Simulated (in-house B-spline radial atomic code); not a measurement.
RPA and G0W0 on B3LYP (VWN-RPA): Si III (Si2+)

Configuration [Ne] 3s2, mean-field start B3LYP (VWN-RPA). Computed with an all-electron radial atomic-structure program (B-spline basis): all electrons, scalar-relativistic (spin-free one-electron X2C), finite nucleus, each spin shell either full or empty, empty states to l = 9 with an (l + 1/2)⁻⁴ tail; G0W0 by contour deformation at full frequency.

Command:
```bash
python run_gw.py task.json out
```
Settings (radii: box in bohr, nucleus in fm):
```
Z                        14
electrons                12
configuration            [Ne] 3s2
hamiltonian              x2c
method                   b3lyp
lmax                     9
rms_radius               3.1224
spin_polarised           False
box_radius               17.55
intervals                71
ion_configuration        [Ne] 3s1
```

Run time, properties included: 2.3 s on 1 thread of AMD EPYC 7R13 Processor, on a shared host.

Energies (hartree):

```
                                     term       value
                         mean-field total  -289.11334
Hartree-Fock functional on these orbitals  -288.59427
                      direct second order    -0.81353
                    second-order exchange     0.29536
                         SOSEX correction     0.26308
```

Q: What is the RPA correlation energy, and what remains with SOSEX?

A: RPA gives -0.70887 hartree (-1.61 eV per electron); RPA + SOSEX gives -0.44579, and the second-order doubles -0.51817 hartree (no singles). RPA lacks exchange-type terms and so overcorrelates at short range.

Quasi-particle levels (eV):

```tsv
level	occupied	mean field	Σx - vxc	Σc	QP weight	G0W0
3s	yes	-29.560	-2.63	?	?	?
3p	no	-19.707	4.53	-1.52	0.932	-16.691
```

G0W0 = mean field + (Σx - vxc) + Σc, with Σc (partial-wave tail included) taken at the quasi-particle energy. Levels of low weight are left out.

Q: Where does G0W0 put 3s?

A: At -33.77 eV, with Σc = -1.58 eV and a quasi-particle weight of 0.940. The tabulated removal energy is 33.493 eV (NIST, measured); the calculation leaves out spin-orbit coupling, Breit and QED terms, and what these don't explain is the method's own error.

Q: What does it cost to remove one electron (to [Ne] 3s1) by differences of total energies, each species on its own start (correlation terms add to the Hartree-Fock functional)?

A: B3LYP (VWN-RPA) 33.61 eV, Hartree-Fock functional 32.00 eV, + RPA 33.81 eV, + RPA + SOSEX 33.34 eV, + second order 33.90 eV. Tabulated: 33.493 eV (NIST, measured); the calculation leaves out spin-orbit coupling, Breit and QED terms, and what these don't explain is the method's own error.
